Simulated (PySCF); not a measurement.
**The third ionisation energy along the 4p block**

All values are computed (PySCF 2.14, energy differences of UHF-based or UKS calculations, no spin-orbit coupling). Values in eV. The last column holds reference values (NIST; (s) semi-empirical, (t) theoretical, else measured). Unmarked ones compare directly (S terms, centres of terms, or small fine structure); those marked * lie between the lowest fine-structure levels and include a spin-orbit shift.

| element | configurations | SCS-MP2 (valence and next inner shell) | CCSD (valence and next inner shell) | CCSDT (valence) | PBE | PBE0 | r2SCAN | reference |
| --- | --- | --- | --- | --- | --- | --- | --- | --- |
| Ga (x2c-TZVPPall, spin-free X2C) | [Ar] 3d10 4s1 → [Ar] 3d10 | 30.070 | 30.114 | n/a | 31.547 | 31.161 | 31.287 | 30.726 |
| Ge (x2c-TZVPPall, spin-free X2C) | [Ar] 3d10 4s2 → [Ar] 3d10 4s1 | 33.438 | 33.532 | 33.224 | 34.388 | 34.021 | 34.017 | 34.058 |
| As (x2c-TZVPPall, spin-free X2C) | [Ar] 3d10 4s2 4p1 → [Ar] 3d10 4s2 | 27.749 | 27.842 | 27.764 | 28.019 | 28.042 | 28.228 | 28.349 ± 0.012 * |
| Se (x2c-TZVPPall, spin-free X2C) | [Ar] 3d10 4s2 4p2 → [Ar] 3d10 4s2 4p1 | 31.368 | 31.473 | 31.444 | 31.569 | 31.629 | 31.825 | 31.697 ± 0.019 * |
| Br (x2c-TZVPPall, spin-free X2C) | [Ar] 3d10 4s2 4p3 → [Ar] 3d10 4s2 4p2 | 35.068 | 35.177 | 35.166 | 35.129 | 35.240 | 35.459 | 34.871 ± 0.019 * |
| Kr (x2c-TZVPPall, spin-free X2C) | [Ar] 3d10 4s2 4p4 → [Ar] 3d10 4s2 4p3 | 35.163 | 35.202 | 35.192 | 35.536 | 35.556 | 35.645 | 35.838 ± 0.02 * |

"Valence" correlates the outer s and p shells and, in groups 3 to 12 and the f block, the outer d or f shell, open or full, or the next shell where the ion has no valence electron left; the wider scheme adds the next inner shell.
